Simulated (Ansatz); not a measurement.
BH5SiZn, relaxed with RKS PBE0-D4/def2-TZVP in the Gaussian-basis code of Ansatz from a PBE-D4/def2-SVP geometry. The force threshold is 0.005 eV/Å; the program also tests the step.

Charge 0, multiplicity 1. The bonds changed during the relaxation, so this is another structure than the one it started from.

Start:

```xyz
8

B    -0.992   -0.697    0.928
Si   -0.003   -0.160   -0.742
Zn    2.572    2.720    0.378
H    -0.545   -0.375    2.014
H    -2.007   -1.369    0.911
H    -0.767   -0.329   -2.029
H     1.222   -1.049   -0.806
H     0.520    1.259   -0.655
```

```
step  energy (eV)  largest force (eV/Å)  largest move (Å)
   1  -57042.8941                 0.423             0.000
   2  -57042.9173                 0.150             0.023
   3  -57042.9245                 0.094             0.072
   4  -57042.9310                 0.103             0.143
   5  -57042.9335                 0.047             0.061
   6  -57042.9347                 0.025             0.064
   7  -57042.9352                 0.019             0.033
   8  -57042.9373                 0.117             0.141
   9  -57042.9394                 0.210             0.196
  10  -57042.9420                 0.208             0.126
  11  -57042.9460                 0.294             0.195
  13  -57042.9566                 0.152             0.094
  15  -57042.9623                 0.065             0.108
  17  -57042.9654                 0.027             0.105
  19  -57042.9729                 0.140             0.043
  21  -57042.9825                 0.073             0.095
  23  -57043.0121                 0.274             0.150
  25  -57043.1368                 0.339             0.198
  27  -57043.3768                 0.422             0.195
  29  -57043.5633                 0.097             0.194
  31  -57043.5751                 0.101             0.033
  33  -57043.5764                 0.002             0.003
```

End:

```xyz
8

B    -0.367   -0.118    0.958
Si   -0.003   -0.068   -1.019
Zn    1.476    0.842    1.766
H    -1.099    0.700    1.452
H    -0.193   -1.139    1.573
H    -1.170   -0.685   -1.723
H     1.204   -0.841   -1.433
H     0.153    1.308   -1.573
```

It took 71 s on 2 threads of an Intel Xeon 6975P-C on a shared host, with 0.39 GiB of host memory at the peak.
